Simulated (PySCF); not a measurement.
C7H6NO (charge +1).
Geometry (PBE0-D3(BJ)/def2-SVP, Å), atoms numbered from 1 in this order:
```xyz
15
C7H6NO angstrom
O     -2.994    0.488    3.799
C     -2.566    0.290    2.784
C     -1.930    0.054    1.526
C     -0.427    0.228    1.750
C      0.355   -0.866    2.116
C      1.723   -0.645    2.297
N      2.292    0.545    2.152
C      1.536    1.581    1.810
C      0.157    1.485    1.601
H     -2.215   -0.965    1.200
H     -2.358    0.774    0.802
H     -0.062   -1.868    2.242
H      2.379   -1.477    2.573
H      2.040    2.546    1.692
H     -0.419    2.368    1.313
```

Linear response at PBE0/def2-SVPD (PySCF, frozen core in the response, non-relativistic).

Static isotropic polarisability: 84.44 au (12.51 Å³), principal values 59.0, 84.0, 110.4 au.

What is the polarisability at 1064 nm and at the sodium D line?

85.83 au at 1064 nm (+1.6 %), 89.96 au at 589.3 nm (+6.5 %). The rise at 589.3 nm is 3.98 times that at 1064 nm; a pure ω² law gives 3.26. The lowest singlet lies at 444 nm, shorter than both wavelengths.

What is the isotropic C6 coefficient between two such ions, C6 = (3/π)∫α(iω)² dω?

2714 au (Eh·bohr⁶) by a ten-point quadrature over imaginary frequencies, which is 1620 eV·Å⁶ or 156 J·nm⁶/mol.

Which effective excitation energy ω̄ makes London's formula C6 = (3/4)α²ω̄ exact here?

ω̄ = 4·C6/(3α²) = 0.507 Eh = 13.8 eV. A one-pole form α(ω) = α/(1 − ω²/ω̄²) fitted to the 1064 nm value gives 9.2 eV.

What does −C6/R⁶ come to at R = 10 Å between centres?

-160 J/mol. This is the leading, orientation-averaged term; C8 and higher terms are left out. The Coulomb repulsion of the two net charges at that distance is 139 kJ/mol.

How many electrons N does the Slater–Kirkwood formula C6 = (3/4)·√N·α^(3/2) need to give this C6?

N = (4·C6/3)²/α³ = 21.7; the species has 62 electrons in all.

The lowest 6 singlets have (eV, f): 2.79, 0.007; 2.89, 0.000; 3.28, 0.005; 3.36, 0.011; 4.15, 0.000; 4.28, 0.095. What share of the static polarisability do they carry in the sum over states α = Σ f/ω²?

5.57 au, 6.6 % of α; the largest term, 3.82 au, is that of the state at 4.28 eV. Their oscillator strengths add up to 0.12. Higher states carry the rest.

How anisotropic is the static polarisability, by Δα² = ½[(α1 − α2)² + (α2 − α3)² + (α3 − α1)²]?

Δα = 44.5 au, or 0.53 of the isotropic value.

What molar refraction at the D line follows from R = (4π/3)·N_A·α′, with α′ the polarisability volume?

α′ = 13.33 Å³ gives R = 33.63 cm³/mol, for isolated, non-vibrating species.

One conformer stands for the species.
